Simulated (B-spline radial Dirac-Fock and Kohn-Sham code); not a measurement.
## Auger decay of the 3d3/2 hole in Br⁻

System: the Br⁻ ion, configuration [Ar] 3d10 4s2 4p6, inside a Watson sphere of charge +1 and radius 2.352 Å (a model of the Madelung potential; inside it an electron's potential energy is lowered by 6.1 eV).

Level of theory: independent-particle radiative and Coulomb Auger rates from relativistic LDA hole-state orbitals, with Dirac-Fock energies; a radial atomic solver. Kinetic energies are configuration averages from the vacuum level; the two-hole energies are estimated from single-hole states.

```tsv
transition	kinetic energy (eV)	width (meV)	share (%)
M4-N1N1	14.47	17.3	21.2
M4-N1N2	31.87	20.2	24.7
M4-N1N3	32.39	23.8	29.1
M4-N2N2	46.00	5.54	6.8
M4-N2N3	47.17	11.3	13.8
M4-N3N3	47.47	3.55	4.4
```

The listed channels hold 100 % of the non-radiative rate. Summed by principal shells, of 0.0817 eV in all: MNN 100.0 %.

Values without a named source are computed, but for edge energies of neutral atoms, which are taken from tables.
